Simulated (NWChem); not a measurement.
System: GaI$_{2}$ cation; SMILES [I][Ga+][I]

NWChem input:

```
start job
memory heap 200 mb stack 900 mb global 1100 mb
charge 1
geometry units angstroms noautosym nocenter noautoz
  Ga     0.000000     0.000000     0.000000
  I      0.000000     0.000000     2.375234
  I      0.000000     0.000000    -2.375234
end
basis spherical
  * library def2-svpd
end
ecp
  I library def2-ecp
end
dft
  xc b3lyp
  iterations 150
end
tddft
  nroots 8
  notriplet
end
task tddft energy
```

All runs use the structure optimised with PBE0/def2-SVP. def2 effective core potentials on I; no spin-orbit coupling.

Vertical excitations in the gas phase.

Task: Predict the main results of this run. (B3LYP/def2-SVPD with def2 effective core potentials on I, full TDDFT.) Quantities: lowest excitation, singlet (eV); oscillator strength of that lowest state; orbital gap (eV).

Result: 
| Quantity | Value |
|---|---|
| lowest excitation, singlet (eV) | 3.46 |
| oscillator strength of that lowest state | 0.000 |
| orbital gap (eV) | 4.44 |
